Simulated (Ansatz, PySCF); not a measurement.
The pair A = AlH3 (SMILES [AlH3]) (first 4 atoms), B = CH4O (SMILES CO); geometry from B3LYP-D3(BJ)/def2-TZVP.
(charge 0, multiplicity 1):
```xyz
10

Al    -0.934    -0.210     0.663
H     -1.004    -1.797     0.738
H     -0.200     0.498    -0.562
H     -2.127     0.592     1.361
C      0.283    -0.126     3.402
O      0.516     0.122     1.997
H      1.229    -0.085     3.938
H     -0.135    -1.127     3.463
H     -0.428     0.597     3.802
H      0.957     0.969     1.860
```

Cores are frozen in the correlated methods. CBS: X⁻³ extrapolation of the correlation energy, Hartree–Fock from the larger set. MP2 and its Hartree–Fock in aug-cc-pV(T+d)Z are density fitted.

Run with Ansatz (an electronic-structure program) with Gaussian orbitals; PySCF for the dispersion terms. Each number belongs to the level named beside it.

The monomers are drawn apart, rigid, along the line of their centres of mass. Counterpoise-corrected interaction energies (kcal/mol):

```
level                                                                 R = 3.262 Å  R = 4.060 Å
--------------------------------------------------------------------  -----------  -----------
PBE/def2-TZVPPD                                                          -12.2860      -4.5554
PBE-D3(BJ)/def2-TZVPPD                                                   -13.2505      -5.0475
wB97M-V/def2-TZVPPD                                                      -13.5379      -5.0478
MP2/CBS(aug-cc-pV(D+d)Z, aug-cc-pV(T+d)Z) + ΔCCSD(T)/aug-cc-pV(D+d)Z     -13.1741      -5.0400
```

Task: R is the distance of the centres of mass. Find the local exponent m of E ∝ R⁻ᵐ between the two points.

Result: 
m = ln(E₁/E₂)/ln(R₂/R₁): PBE/def2-TZVPPD 4.5; PBE-D3(BJ)/def2-TZVPPD 4.4; wB97M-V/def2-TZVPPD 4.5; MP2/CBS(aug-cc-pV(D+d)Z, aug-cc-pV(T+d)Z) + ΔCCSD(T)/aug-cc-pV(D+d)Z 4.4. For scale, two fixed dipoles give m = 3, dipole and quadrupole 4, quadrupoles 5, and dispersion or dipole-induced dipole 6 at long range; at these distances several terms mix, and what is left of overlap and damping shifts m, so it need not match one of them.
